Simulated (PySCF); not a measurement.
# Unknown compound

Molecular formula: C8H9N. Simulated spectra:

¹H NMR (400 MHz, computed): δ 8.75 (d, 2H), 7.21 (d, 2H), 6.03 (br s, 1H), 5.59 (br s, 1H), 2.16 (s, 3H).

¹³C{¹H} NMR (computed): δ 156.0 (CH, 2C), 151.3 (C), 150.0 (C), 123.8 (CH, 2C), 123.2 (CH2), 22.9 (CH3).

- PBE0-D3(BJ)/def2-SVP geometry
- GIAO PBE0/pcSseg-1 shieldings
- code: PySCF 2.14.0 with density-fitted response routines
- single conformer, non-relativistic Hamiltonian, isolated molecule, rapidly exchanging positions averaged

Chemical shifts δ = σref − σ; TMS for ¹H and ¹³C, all at this level.

Task: Propose a structure and justify it.

Result: 
The formula gives 5 degrees of unsaturation (1 ring in the answer). 6 carbon signals for 8 carbons: some carbons are equivalent by symmetry or fast rotation. Carbon types of the structure: 2 × C, 4 × CH, 1 × CH2, 1 × CH3, which accounts for all hydrogens. δC 156.0: aromatic CH next to a ring nitrogen; the adjacent pyridine-type nitrogen withdraws density from it. δC 151.3: substituted aromatic carbon. δC 150.0: fully substituted alkene carbon; the olefinic region. δC 123.8: aromatic CH. δC 123.2: terminal =CH2 carbon; as expected for a trigonal carbon in a double bond. δH 8.75: hydrogen on an aromatic CH next to a ring nitrogen; ring current plus the neighbouring ring nitrogen. δH 7.21: hydrogen on an aromatic CH; aromatic region.

The compound is `C=C(C)c1ccncc1`.

The shifts were computed for this structure.

Shifts are as computed. Against solution values, carbons near 30 ppm lie about +2 ppm off and those near 130 ppm about +5 ppm. Of 1211 compounds with measured shifts, 218 miss one by over three times the rms of a fit or turn the order of signals round; such compounds aren't used in these exercises. Multiplicities follow the n + 1 count of equivalent neighbours, as no J values were calculated; m marks all less simple cases, F and P coupling included.
